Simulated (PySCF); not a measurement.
Bonds (- single, = double, # triple, : aromatic): C1=C2 1.321 Å, C2-C3 1.486 Å, C3-Si4 1.911 Å. C1 carries H5, H6; C2 carries H7; C3 carries H8, H9; Si4 carries H10, H11, H12. H6 is cis to C3; H5 is trans to C3.

Geometry: GFN2-xTB; GIAO absolute shieldings from PySCF 2.14, gas phase, non-relativistic, averaged over equivalent atoms.

At PW91/3-21G (56 basis functions, 7.3 s wall time on 1 thread of an Arm Neoverse N1, shared host):
```tsv
atoms	σ (ppm)
C2	86.2
C1	102.8
C3	188.0
Si4	504.9
H7	27.05
H6	27.68
H5	27.88
H10/H11/H12	29.29
H8/H9	31.30
```

Estimate the result of repeating the calculation with PBE0/6-31G*.

## Answers


```tsv
atoms	σ at PBE0/6-31G*	change
C2	68.0	-18.2
C1	87.0	-15.8
C3	178.2	-9.8
Si4	455.1	-49.8
H7	26.23	-0.82
H6	27.22	-0.46
H5	27.43	-0.45
H10/H11/H12	28.34	-0.95
H8/H9	30.74	-0.56
```

The largest change is at Si4 (silicon bonded to C, 3 H). Cost: 76 basis functions, 8.6 s wall time on 1 thread of an Arm Neoverse N1, shared host. The order of the carbon signals is the same at both levels.
